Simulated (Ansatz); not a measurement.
Consider the germylene formation by 1,1-elimination: `[CH3][Ge]([NH2])([F])[Cl]` → `[F][Ge][Cl]` + CH₃NH₂.

Gas-phase electronic energies from Ansatz, PBE0-D4/def2-TZVP geometries. CCSD(T)/CBS is the MP2 limit (def2-TZVPP, def2-QZVPP) plus CCSD(T) − MP2 in def2-TZVPP, frozen cores. Functionals use def2-TZVPP. HSE06 is defined as in plane-wave codes. For Ge outer-core shells are correlated without core-valence functions, which leaves a few kJ/mol of doubt a bond. Scalar relativity is left out up to krypton. Each species was taken in one conformer, which may not be the lowest.

Q: Is it downhill or uphill in electronic energy at CCSD(T)/CBS, and by how much? (Estimate.)

A: The calculation gave: Uphill: ΔE = +156.4 kJ/mol.

Q: What do these levels give: r2SCAN-D4, r2SCAN0-D4, revPBE, r2SCAN, HSE06, HF/def2-TZVPP? (An estimate is asked.)

A: Computed: r2SCAN-D4 160.7, r2SCAN0-D4 171.1, revPBE 103.6, r2SCAN 157.8, HSE06 144.7, HF/def2-TZVPP 147.0 kJ/mol.

Largest T1 diagnostic among the species: 0.014.

At CCSD(T), def2-SVP lies −7.3 kJ/mol from the extrapolated value and def2-TZVPP +14.8 kJ/mol. The D4 term adds +16.6 kJ/mol with B3LYP and +9.2 kJ/mol with PBE0; it sums over pairs of atoms, weighted by their polarisabilities, and B3LYP, whose exchange is more repulsive, gets the larger term.

B3LYP here is the variant with VWN-RPA as its local correlation; programs differ in this.
